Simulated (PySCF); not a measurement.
Atoms are numbered as in `[CH3:1][CH+:2]/[CH:3]=[CH:4]/[CH:5]1[CH2:6][CH2:7][CH2:8]1`. Hydrogens are named by the atom that carries them. Ha(C6), Ha(C7), Ha(C8) are cis to C4 on the ring; Hb(C6), Hb(C7), Hb(C8) are trans to C4 on the ring.

Geometry: PBE0-D3(BJ)/def2-SVP; GIAO shifts from PySCF 2.14, gas phase, non-relativistic, averaged over equivalent atoms.

At PBE0/pcSseg-1 (201 basis functions, 50 s wall time on 1 thread of an Arm Neoverse N1, shared host):
```csv
atoms,δ (ppm)
C4,233.7
C2,228.1
C3,143.8
C5,58.9
C6/C8,37.1
C1,34.3
C7,20.2
H(C4),9.04
H(C2),8.93
H(C3),7.49
H(C5),4.21
H(C1),3.32
Hb(C6)/Hb(C8),2.85
Hb(C7),2.79
Ha(C6)/Ha(C8),2.73
Ha(C7),2.35
```

References, each an isolated molecule treated in the same way: TMS for 13C (σ = 184.41 ppm), 1H (σ = 31.27 ppm).

Q: Estimate the result of repeating the calculation with HF/pcSseg-1.

A: 
```json
{"atoms": "C4", "δ at HF/pcSseg-1": "246.0", "change": "+12.3"}
{"atoms": "C2", "δ at HF/pcSseg-1": "234.8", "change": "+6.7"}
{"atoms": "C3", "δ at HF/pcSseg-1": "134.7", "change": "-9.1"}
{"atoms": "C5", "δ at HF/pcSseg-1": "43.7", "change": "-15.2"}
{"atoms": "C6/C8", "δ at HF/pcSseg-1": "28.0", "change": "-9.1"}
{"atoms": "C1", "δ at HF/pcSseg-1": "26.8", "change": "-7.5"}
{"atoms": "C7", "δ at HF/pcSseg-1": "17.9", "change": "-2.3"}
{"atoms": "H(C4)", "δ at HF/pcSseg-1": "9.55", "change": "+0.51"}
{"atoms": "H(C2)", "δ at HF/pcSseg-1": "9.32", "change": "+0.39"}
{"atoms": "H(C3)", "δ at HF/pcSseg-1": "7.43", "change": "-0.06"}
{"atoms": "H(C5)", "δ at HF/pcSseg-1": "3.78", "change": "-0.43"}
{"atoms": "H(C1)", "δ at HF/pcSseg-1": "3.21", "change": "-0.11"}
{"atoms": "Hb(C6)/Hb(C8)", "δ at HF/pcSseg-1": "2.62", "change": "-0.23"}
{"atoms": "Hb(C7)", "δ at HF/pcSseg-1": "2.74", "change": "-0.05"}
{"atoms": "Ha(C6)/Ha(C8)", "δ at HF/pcSseg-1": "2.34", "change": "-0.39"}
{"atoms": "Ha(C7)", "δ at HF/pcSseg-1": "2.34", "change": "-0.01"}
```

Scale: 13C (σ = 190.85 ppm), 1H (σ = 31.69 ppm) against TMS (reference shieldings calculated alike).

The largest change is at C5 (allylic sp3 CH). Cost: 201 basis functions, 24 s wall time on 1 thread of an Arm Neoverse N1, shared host. The order of the carbon signals is the same at both levels.

The carbons averaged at δ 37.1 differ by 21 ppm in this conformer.
